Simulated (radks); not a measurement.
Effect of the nuclear size on the rhodium ion Rh+, [Kr] 4d8. Calculated with a radial shooting solver on a logarithmic mesh with Libxc functionals: Dirac Kohn-Sham, exchange-only LDA, spin-unpolarised, spherical densities, finite nucleus; open shells fill j = l - 1/2 first; Fermi nuclear charge, rms radius 4.4945 fm. The rms radius is varied about that value; shifts are against it.

rms radius (fm)  total energy shift (eV)  density at nucleus (e/bohr^3)  1s1/2 shift (meV)  2s1/2 shift (meV)  4s1/2 shift (meV)  4p1/2 shift (meV)  5s1/2 (empty) shift (meV)
3.8743                            -0.564                      1.227e+05               -238              -26.1             -0.891              0.030                     -0.086
4.099                             -0.368                      1.219e+05               -155              -17.1             -0.582              0.020                     -0.056
4.4945                                 0                      1.205e+05              0.000              0.000              0.000              0.000                      0.000
4.7777                             0.282                      1.196e+05                119               13.1              0.445             -0.015                      0.043
5.5192                              1.09                      1.174e+05                460               50.5               1.72             -0.058                      0.167

Slopes of the eigenvalues against <r^2> in GHz/fm^2, as finite differences over the two radii next to the reference (eigenvalue slopes, not the field-shift constants of lines): 1s1/2 11000, 2s1/2 1210, 4s1/2 41.2, 4p1/2 -1.39, 5s1/2 (empty) 3.99.
